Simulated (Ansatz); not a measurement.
Two shapes of singlet GeH4.

Shape 1:

```xyz
5

Ge   -0.0356    0.0261    0.0235
H     0.8951    0.9195    0.9251
H     0.9254   -0.8554   -0.8820
H    -0.8425    0.9050   -0.8745
H    -0.9051   -0.8424    0.8751
```

Shape 2:

```xyz
5

Ge    0.0050   -0.0070   -0.0052
H     0.8799    0.8940    0.8876
H     0.8883   -0.8959   -0.8821
H    -0.8958    0.8858   -0.8928
H    -0.8810   -0.8824    0.8932
```

Basis set: STO-3G (spherical functions). Left uncorrelated: 9 orbitals. Charge 0, multiplicity 1.

Computed with Ansatz (development build ahead of 0.2.0); each method stands on the lowest determinant of its kind that the runs found.

Which shape is lower in energy, and by how much in each method?

```
 method  E(2) − E(1) (eV)
    RHF            -0.056
RHF-MP2            -0.053
```

Shape 2 is lower.
